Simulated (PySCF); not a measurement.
**Electron correlation in F⁺ (fluorine, charge +1)**

[He] 2s2 2p4, high-spin 3P determinant. Calculation: PySCF 2.14, in x2c-SVPall; scalar relativity by spin-free X2C-1e. Frozen: 1s2; 6 electrons correlated.

MP2 pair energies summed by pair of shells (mhartree):

```json
{"pair": "2p-2p", "energy": "-45.54", "share (%)": "48.0"}
{"pair": "2s-2p", "energy": "-42.37", "share (%)": "44.7"}
{"pair": "2s-2s", "energy": "-6.91", "share (%)": "7.3"}
```

Total MP2 correlation energy: -94.82 mhartree.

Same-spin part -23.43 and opposite-spin part -71.38 mhartree; SCS-MP2 scales them by 1/3 and 6/5 to -93.47 mhartree.

```
  level  correlation energy (mhartree)
   CCSD                        -109.15
    (T)                          -0.82
CCSD(T)                        -109.97
```

Diagnostics: T1 = 0.0041, D1 = 0.0069, largest double amplitude 0.042.

Question: Is a single reference adequate?

Answer: Yes: T1 lies below 0.03 and no double amplitude reaches 0.07.
